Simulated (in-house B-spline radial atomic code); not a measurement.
The numbers below are computed, except where a source is named.
**the phosphorus ion P⁴⁺ at several levels of theory**

Ground configuration [Ne] 3s1. All numbers come from an all-electron radial atomic-structure program (B-spline basis), all electrons, at the radial basis limit. Mean-field, RPA, GW and linear-response runs are scalar-relativistic (one-electron X2C), no spin-orbit coupling, without Breit or QED terms, open shells spin-polarised at highest spin; the many-body runs on Dirac-Hartree-Fock orbitals are four-component, and their energies hold both.

RPA overbinds a lone outer s electron by self-correlation, and G0W0 tends to as well.

**Ionisation energy.** The reference is 65.025 eV (NIST, measured).

| method | value (eV) | minus reference (eV) |
| --- | --- | --- |
| minus the highest LDA VWN5 level | 59.65 | -5.38 |
| LDA VWN5, difference of total energies | 65.59 | +0.56 |
| minus the highest PBE level | 59.54 | -5.49 |
| PBE, difference of total energies | 65.66 | +0.63 |
| G0W0 on PBE | 66.10 | +1.07 |
| exact exchange + RPA on PBE | 65.83 | +0.81 |
| exact exchange + RPA + SOSEX on PBE | 64.98 | -0.05 |
| minus the highest r2SCAN level | 59.83 | -5.20 |
| r2SCAN, difference of total energies | 64.96 | -0.07 |
| minus the highest PBE0 level | 60.94 | -4.09 |
| PBE0, difference of total energies | 65.46 | +0.43 |
| G0W0 on PBE0 | 66.00 | +0.97 |
| minus the highest B3LYP (VWN-RPA) level | 60.87 | -4.16 |
| B3LYP (VWN-RPA), difference of total energies | 65.93 | +0.90 |
| minus the highest CAM-B3LYP level | 62.65 | -2.38 |
| minus the highest LC-wPBE level | 64.14 | -0.88 |
| minus the highest Hartree-Fock level | 64.61 | -0.41 |
| Hartree-Fock, difference of total energies | 64.58 | -0.44 |
| G0W0 on Hartree-Fock | 65.75 | +0.72 |
| MP2, difference of total energies | 65.02 | 0.00 |
| Brueckner orbital with screened correlation (3s1/2) | 65.02 | -0.01 |

Task: Which methods come closest, and which lies farthest off?

Result: Closest: MP2, difference of total energies (0.00 eV) and Brueckner orbital with screened correlation (3s1/2) (-0.01 eV). Farthest: minus the highest PBE level (-5.49 eV). The PBE level misses by -5.5 eV while the PBE energy difference misses by +0.63 eV: the semilocal potential lacks the −1/r tail and the energy is convex in the electron number, but total energies at whole numbers are far better.

Run times on one thread of shared hosts: mean field, RPA, SOSEX and G0W0 on PBE, for the atom and its ion, 2.3 s (Arm Neoverse V2); Brueckner orbitals with all properties, 59 s (Arm Neoverse N1).
